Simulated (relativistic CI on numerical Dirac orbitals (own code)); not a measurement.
# d9 in a ligand field

Computed with a parametric ligand-field model of a d^n configuration (Racah B and C, spin-orbit zeta, crystal field), exact diagonalisation.

Field parameters in Wybourne normalisation: Oh B⁴₀ = 21Dq, B⁴₄ = √(5/14) B⁴₀. The field is a parameter set, without covalency.

**Question.** Lowest levels for B = 770, C = 3060, ζ = 880 cm⁻¹, Oh, 10Dq = 6850 cm⁻¹?

**Answer.** Γ8 0 (S 0.50), Γ7 6126 (S 0.50), Γ8 7602 (S 0.50) cm⁻¹, with S from ⟨S²⟩ = S(S + 1). The ground level has 3.02 electrons in the cubic e pair.

**Question.** Lowest levels for B = 830, C = 3840, ζ = 630 cm⁻¹, Oh, 10Dq = 14100 cm⁻¹?

**Answer.** Γ8 0 (S 0.50), Γ7 13511 (S 0.50), Γ8 14497 (S 0.50) cm⁻¹, with S from ⟨S²⟩ = S(S + 1). The ground level has 3.00 electrons in the cubic e pair.

**Question.** Lowest levels for B = 590, C = 2490, ζ = 890 cm⁻¹, Oh, 10Dq = 35050 cm⁻¹?

**Answer.** Γ8 0 (S 0.50), Γ7 34193 (S 0.50), Γ8 35562 (S 0.50) cm⁻¹, with S from ⟨S²⟩ = S(S + 1). The ground level has 3.00 electrons in the cubic e pair.

**Question.** Lowest levels for B = 320, C = 1500, ζ = 2550 cm⁻¹, Oh, 10Dq = 38050 cm⁻¹?

**Answer.** Γ8 0 (S 0.50), Γ7 35746 (S 0.50), Γ8 39818 (S 0.50) cm⁻¹, with S from ⟨S²⟩ = S(S + 1). The ground level has 3.01 electrons in the cubic e pair.

**Question.** Lowest levels for B = 460, C = 2170, ζ = 4100 cm⁻¹, Oh, 10Dq = 19350 cm⁻¹?

**Answer.** Γ8 0 (S 0.50), Γ7 16370 (S 0.50), Γ8 23639 (S 0.50) cm⁻¹, with S from ⟨S²⟩ = S(S + 1). The ground level has 3.05 electrons in the cubic e pair.
